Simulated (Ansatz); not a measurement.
Ideal-gas functions of CH₂OSTe, SMILES `O=C(S)[TeH]` at 600 K and 1 bar, from an Ansatz frequency run at PBE0-D4/def2-TZVP.

Molar mass 189.69 g/mol, point group Cs (symmetry number 1), electronic degeneracy 1, moments of inertia 73.971, 339.844, 413.815 u Å². Harmonic wavenumbers (cm⁻¹, unscaled): 148, 179, 288, 302, 453, 532, 606, 798, 986, 1808, 2172, 2706.

Use S(trans) = R[1.5 ln M + 2.5 ln T − 1.1517]; rotational temperatures θ = 24.2544 K / I; S(rot) = R[ln(√π/σ · √(T³/θAθBθC)) + 1.5]; for each mode x = 1.438777 ν̃/T, S = R[x/(eˣ − 1) − ln(1 − e⁻ˣ)] and H = RT x/(eˣ − 1); 1 cm⁻¹ = 0.0119627 kJ/mol; R = 8.31446 J/(mol·K).

Q: By hand: the entropy, in J/(mol·K).

A: Translation 188.8. Rotation: θ = 0.3279, 0.0714, 0.0586 K, giving 124.4. Vibration, mode by mode: 16.97, 15.41, 11.56, 11.18, 8.02, 6.83, 5.90, 4.08, 2.86, 0.59, 0.28, 0.09, in all 83.8. Electronic 0.0. Sum 397.0 J/(mol·K).

Q: By hand: H − E and G − E in kJ/mol, counted from the electronic energy.

A: Zero-point energy ½ × 10978 × 0.0119627 = 65.7; thermal vibration 25.8; translation, rotation and pV give 4 RT = 20.0. H − E = 111.5 kJ/mol, and G − E = 111.5 − 600 × 397.0/1000 = -126.7 kJ/mol.

Vibration gives 21 % of the entropy, 17.0 J/(mol·K) of it from the mode under 150 cm⁻¹: soft modes count most, and the harmonic formula is weakest for them. The sum counts one conformer and one mirror image; others add a mixing term.
